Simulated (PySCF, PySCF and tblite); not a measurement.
A run on one conformer of C7H11Br, numbered as in [Br:1][CH:2]=[C:3]1[CH2:4][CH2:5][CH2:6][CH2:7][CH2:8]1, from an ensemble study. The sound level was PBE0/6-31G* on GFN2-xTB geometries.

Input:

```
{"job": {"xc": "PBE0", "basis": "6-31G*", "scf": {"diis": false, "max_cycle": 57}, "kind": "nmr", "pop": false}, "charge": 0, "multiplicity": 1}
Br     3.606401     0.444673    -0.852564
C      1.956890     1.242228    -0.345353
C      0.978182     0.607107     0.279719
C      0.986044    -0.840599     0.656055
C     -0.198199    -1.549568    -0.008328
C     -1.509071    -0.865797     0.366139
C     -1.478160     0.602987    -0.043860
C     -0.298951     1.319716     0.620352
H      1.911285     2.284528    -0.617107
H      0.888665    -0.925235     1.742427
H      1.921043    -1.317241     0.360449
H     -0.069576    -1.521678    -1.092803
H     -0.216559    -2.596076     0.300740
H     -2.343547    -1.369221    -0.125895
H     -1.663304    -0.939262     1.445506
H     -2.410692     1.094379     0.240082
H     -1.375599     0.675653    -1.128986
H     -0.434782     1.300664     1.705279
H     -0.259873     2.361992     0.299655
```

Command: OMP_NUM_THREADS=1 python ens_run.py task.json out

Output:

```
final grid: 150624 points
cycle   1  E = -2846.5342930108  dE = -5.035e-02  |g| = 3.965e-01  |ddm| = 3.960e+00
cycle   2  E = -2846.5190123390  dE =  1.528e-02  |g| = 4.725e-01  |ddm| = 9.176e-01
cycle   3  E = -2846.4414274487  dE =  7.758e-02  |g| = 7.251e-01  |ddm| = 1.220e+00
cycle   4  E = -2846.2019112059  dE =  2.395e-01  |g| = 1.194e+00  |ddm| = 2.010e+00
cycle   5  E = -2845.5867698175  dE =  6.151e-01  |g| = 1.928e+00  |ddm| = 3.108e+00
cycle   6  E = -2841.7712098685  dE =  3.816e+00  |g| = 3.802e+00  |ddm| = 6.769e+00
cycle   7  E = -2804.3719234160  dE =  3.740e+01  |g| = 9.110e+00  |ddm| = 2.045e+01
cycle   8  E = -2644.6420684562  dE =  1.597e+02  |g| = 1.308e+01  |ddm| = 1.704e+02
cycle   9  E = -2152.9414812625  dE =  4.917e+02  |g| = 2.361e+01  |ddm| = 1.731e+02
cycle  10  E = -2285.4003247894  dE = -1.325e+02  |g| = 1.084e+01  |ddm| = 7.407e+01
cycle  11  E = -2072.2679629289  dE =  2.131e+02  |g| = 2.265e+01  |ddm| = 7.623e+01
...
cycle  20  E = -2284.9670567621  dE = -2.132e+02  |g| = 1.111e+01  |ddm| = 7.498e+01
cycle  21  E = -2071.8149898909  dE =  2.132e+02  |g| = 2.262e+01  |ddm| = 7.498e+01
cycle  22  E = -2284.9670567611  dE = -2.132e+02  |g| = 1.111e+01  |ddm| = 7.498e+01
cycle  23  E = -2071.8149898903  dE =  2.132e+02  |g| = 2.262e+01  |ddm| = 7.498e+01
cycle  24  E = -2284.9670567612  dE = -2.132e+02  |g| = 1.111e+01  |ddm| = 7.498e+01
cycle  25  E = -2071.8149898903  dE =  2.132e+02  |g| = 2.262e+01  |ddm| = 7.498e+01
cycle  26  E = -2284.9670567611  dE = -2.132e+02  |g| = 1.111e+01  |ddm| = 7.498e+01
cycle  27  E = -2071.8149898903  dE =  2.132e+02  |g| = 2.262e+01  |ddm| = 7.498e+01
cycle  28  E = -2284.9670567611  dE = -2.132e+02  |g| = 1.111e+01  |ddm| = 7.498e+01
cycle  29  E = -2071.8149898903  dE =  2.132e+02  |g| = 2.262e+01  |ddm| = 7.498e+01
cycle  30  E = -2284.9670567611  dE = -2.132e+02  |g| = 1.111e+01  |ddm| = 7.498e+01
cycle  31  E = -2071.8149898903  dE =  2.132e+02  |g| = 2.262e+01  |ddm| = 7.498e+01
cycle  32  E = -2284.9670567611  dE = -2.132e+02  |g| = 1.111e+01  |ddm| = 7.498e+01
cycle  33  E = -2071.8149898903  dE =  2.132e+02  |g| = 2.262e+01  |ddm| = 7.498e+01
cycle  34  E = -2284.9670567611  dE = -2.132e+02  |g| = 1.111e+01  |ddm| = 7.498e+01
cycle  35  E = -2071.8149898903  dE =  2.132e+02  |g| = 2.262e+01  |ddm| = 7.498e+01
cycle  36  E = -2284.9670567611  dE = -2.132e+02  |g| = 1.111e+01  |ddm| = 7.498e+01
cycle  37  E = -2071.8149898903  dE =  2.132e+02  |g| = 2.262e+01  |ddm| = 7.498e+01
cycle  38  E = -2284.9670567611  dE = -2.132e+02  |g| = 1.111e+01  |ddm| = 7.498e+01
cycle  39  E = -2071.8149898903  dE =  2.132e+02  |g| = 2.262e+01  |ddm| = 7.498e+01
cycle  40  E = -2284.9670567611  dE = -2.132e+02  |g| = 1.111e+01  |ddm| = 7.498e+01
cycle  41  E = -2071.8149898903  dE =  2.132e+02  |g| = 2.262e+01  |ddm| = 7.498e+01
cycle  42  E = -2284.9670567611  dE = -2.132e+02  |g| = 1.111e+01  |ddm| = 7.498e+01
cycle  43  E = -2071.8149898903  dE =  2.132e+02  |g| = 2.262e+01  |ddm| = 7.498e+01
cycle  44  E = -2284.9670567611  dE = -2.132e+02  |g| = 1.111e+01  |ddm| = 7.498e+01
cycle  45  E = -2071.8149898903  dE =  2.132e+02  |g| = 2.262e+01  |ddm| = 7.498e+01
cycle  46  E = -2284.9670567611  dE = -2.132e+02  |g| = 1.111e+01  |ddm| = 7.498e+01
cycle  47  E = -2071.8149898903  dE =  2.132e+02  |g| = 2.262e+01  |ddm| = 7.498e+01
cycle  48  E = -2284.9670567611  dE = -2.132e+02  |g| = 1.111e+01  |ddm| = 7.498e+01
cycle  49  E = -2071.8149898903  dE =  2.132e+02  |g| = 2.262e+01  |ddm| = 7.498e+01
cycle  50  E = -2284.9670567611  dE = -2.132e+02  |g| = 1.111e+01  |ddm| = 7.498e+01
cycle  51  E = -2071.8149898903  dE =  2.132e+02  |g| = 2.262e+01  |ddm| = 7.498e+01
cycle  52  E = -2284.9670567611  dE = -2.132e+02  |g| = 1.111e+01  |ddm| = 7.498e+01
cycle  53  E = -2071.8149898903  dE =  2.132e+02  |g| = 2.262e+01  |ddm| = 7.498e+01
cycle  54  E = -2284.9670567611  dE = -2.132e+02  |g| = 1.111e+01  |ddm| = 7.498e+01
cycle  55  E = -2071.8149898903  dE =  2.132e+02  |g| = 2.262e+01  |ddm| = 7.498e+01
cycle  56  E = -2284.9670567612  dE = -2.132e+02  |g| = 1.111e+01  |ddm| = 7.498e+01
cycle  57  E = -2071.8149898903  dE =  2.132e+02  |g| = 2.262e+01  |ddm| = 7.498e+01
SCF not converged, last energy = -2071.8149898903
```

What is wrong with this calculation?

The setting at fault: no DIIS. The run did not converge.
